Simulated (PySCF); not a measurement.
Problem. What does the PBE0-D3(BJ)/def2-SVP structure of `FC(F)([SiH3])[SiH2]Cl` look like in three dimensions?

Solution. 
```xyz
11
CH5ClF2Si2 angstrom
F      0.252   -1.791    0.634
C      0.064   -0.704   -0.194
F      0.038   -1.178   -1.482
Si    -1.658    0.070    0.196
Si     1.630    0.381    0.023
Cl     1.335    2.126   -1.040
H     -1.602    0.653    1.568
H     -2.665   -1.025    0.129
H     -1.952    1.130   -0.807
H      2.803   -0.352   -0.517
H      1.792    0.714    1.463
```

Orientation and origin are arbitrary. Atoms count from 1 in this order. Si4 (SiH3 silicon) is tetrahedral (angles from 107.4° to 111.1°). Si5 (chlorine-bound silicon) is tetrahedral (angles from 107.6° to 112.1°).

Bonds between heavy atoms (Å): F1–C2 1.380, C2–F3 1.372, C2–Si4 1.927, C2–Si5 1.918, Si5–Cl6 2.064.

Theory: PySCF 2.14.0, PBE0-D3(BJ)/def2-SVP geometry optimisation, gas phase.

Point group: C1 (no symmetry element, even within 0.4 Å). No frequency check. One conformer, not necessarily the lowest (F1–C2–Si5–Cl6 -174°).
